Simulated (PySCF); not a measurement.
Br2H2O2Si, SMILES O[Si](O)(Br)Br. The structure is a stationary point at B3LYP-D3(BJ)/def2-SVP. This is a generated structure with no PubChem entry under its InChIKey; it may be hypothetical. Other conformers were not sampled.

All values below come from B3LYP-D3(BJ)/def2-SVP run with PySCF.

Harmonic wavenumbers (cm⁻¹): 101, 143, 173, 233, 237, 251, 275, 413, 493, 779, 831, 881, 978, 3853, 3855. Rotational constants (GHz): 2.327, 0.8347, 0.7325; symmetry number 2.

Work out the zero-point energy and the ideal-gas rigid-rotor harmonic-oscillator thermochemistry at 298.15 K and 1 atm.

ZPE = ½ Σ hcν = ½ × 13496 cm⁻¹ = 19.29 kcal/mol. H − E(el) = 24.63 kcal/mol. Entropy in cal/(mol K): translation 42.09, rotation 28.43, vibration 17.82, total 88.34. G − E(el) = -1.71 kcal/mol. Cp = 25.66 cal/(mol K). Modes under 150 cm⁻¹ make the vibrational entropy uncertain.
